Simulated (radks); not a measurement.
Task: The table gives one normalised radial function P(r) = r R(r) of Gd+ in [Xe] 4f6.5 5d1.5 6s1 (r in bohr). All-electron calculation, scalar-relativistic Kohn-Sham, r2SCAN, spin-unpolarised, spherical densities, finite nucleus; meta-GGA in the generalised Kohn-Sham scheme; Fermi nuclear charge, rms radius 5.1569 fm. Program: a radial shooting solver on a logarithmic mesh with Libxc functionals.

r	P
0.001444	0.0000
0.001681	0.0000
0.001957	0.0001
0.002278	0.0001
0.002652	0.0001
0.003087	0.0002
0.003594	0.0003
0.004217	0.0005
0.00491	0.0007
0.005715	0.0010
0.006654	0.0016
0.007746	0.0024
0.009018	0.0036
0.0105	0.0054
0.01222	0.0082
0.01423	0.0122
0.01656	0.0180
0.01928	0.0265
0.02245	0.0388
0.02613	0.0561
0.03042	0.0803
0.03542	0.1133
0.04123	0.1576
0.048	0.2151
0.05588	0.2876
0.06505	0.3750
0.07573	0.4750
0.08816	0.5814
0.1035	0.6877
0.1204	0.7657
0.1402	0.7990
0.1632	0.7635
0.19	0.6378
0.2212	0.4105
0.2575	0.0885
0.2998	-0.2993
0.349	-0.7034
0.4063	-1.0597
0.473	-1.3060
0.5507	-1.4011
0.6411	-1.3400
0.7463	-1.1549
0.8689	-0.9001
1.011	-0.6341
1.178	-0.4028
1.371	-0.2295
1.596	-0.1160
1.858	-0.0512
2.163	-0.0194
2.538	-0.0058
2.955	-0.0015
3.44	-0.0003
4.005	0.0000
4.662	0.0000
5.427	0.0000
6.318	0.0000
7.355	0.0000
8.563	0.0000
9.968	0.0000
11.6	0.0000

Which n and l does it have? It may be an empty orbital.

Result: n = 4, l = 2: the number of nodes gives n - l - 1 = 1, the rise at small r (about r^(l+1), flatter next to the nucleus through relativity) gives l, and the extent must fit the shell. The curve is that of 4d. 4d: eigenvalue -160.67 eV, 1 radial node at r = 0.267 bohr, <r> = 0.634 bohr, 90 % of the charge inside 0.951 bohr.
